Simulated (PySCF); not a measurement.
C₄H₁₃F₃Si₃, SMILES CC(C)(C)[SiH2][SiH2][Si](F)(F)F (GFN2-xTB optimised geometry):

```
23

C     -0.118     1.329     3.250
C      1.241     0.629     3.263
C      1.047    -0.829     3.680
C      2.142     1.322     4.285
Si     2.054     0.713     1.519
Si     1.022    -0.715     0.000
Si    -1.258    -0.715     0.000
F     -2.046    -1.428    -1.185
F     -1.950    -1.379     1.275
F     -1.928     0.733     0.000
H     -0.567     1.300     4.243
H     -0.809     0.848     2.561
H     -0.016     2.372     2.959
H      0.357    -1.342     3.011
H      0.636    -0.884     4.687
H      1.994    -1.366     3.674
H      2.306     2.363     4.014
H      3.111     0.831     4.346
H      1.687     1.297     5.275
H      2.046     2.120     1.085
H      3.471     0.341     1.665
H      1.430    -2.120     0.187
H      1.438    -0.406    -1.380
```

Level of theory: PySCF with B3LYP/def2-SVP.

What are the frontier orbital energies and the dipole moment?

HOMO-2 -9.28 eV, HOMO-1 -8.78 eV, HOMO -7.95 eV, LUMO -0.98 eV, LUMO+1 -0.72 eV; dipole moment 3.28 D.

On the same geometry PBE/def2-SVP run with PySCF 2.14.0 gives HOMO-2 -8.11 eV, HOMO-1 -7.74 eV, HOMO -6.94 eV, LUMO -1.63 eV, LUMO+1 -1.37 eV; dipole moment 3.05 D.

Meta-Löwdin charges at B3LYP/def2-SVP: C1 -0.28, C2 -0.12, C3 -0.28, C4 -0.28, Si5 0.41, Si6 0.08, Si7 1.35, F8 -0.45, F9 -0.46, F10 -0.46, H11 0.09, H12 0.09, H13 0.09, H14 0.09, H15 0.09, H16 0.09, H17 0.09, H18 0.09, H19 0.09, H20 -0.09, H21 -0.09, H22 -0.06, H23 -0.06.
